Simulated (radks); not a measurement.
Problem. Coherent X-ray form factor from a spherical all-electron density. Method: scalar-relativistic Kohn-Sham, PBE, spin-polarised, spherical densities, finite nucleus; Fermi nuclear charge, rms radius of each element as measured or else 0.836 A^(1/3) + 0.57 fm; computed with a radial shooting solver on a logarithmic mesh with Libxc functionals.

sin(theta)/lambda (1/angstrom)  f0 (electrons)
0.05                                    24.553
0.1                                     23.371
0.15                                    21.782
0.2                                     20.063
0.25                                    18.360
0.3                                     16.736
0.4                                     13.844
0.5                                     11.520
0.6                                      9.778
0.8                                      7.659
1                                        6.543
1.25                                     5.586
1.5                                      4.715
2                                        3.190

The species is in the configuration that NIST lists as its ground one. Which atom or ion scatters so?

Solution. The iron ion Fe+, [Ar] 3d6 4s1. Extrapolating in s^2 from the first two rows gives f0(0) = 24.9, near the electron count 25; among species with that count, the fall with angle is slower the higher Z, and the table is that of Z = 26; from so few rows the species is fixed only to a neighbour or two.
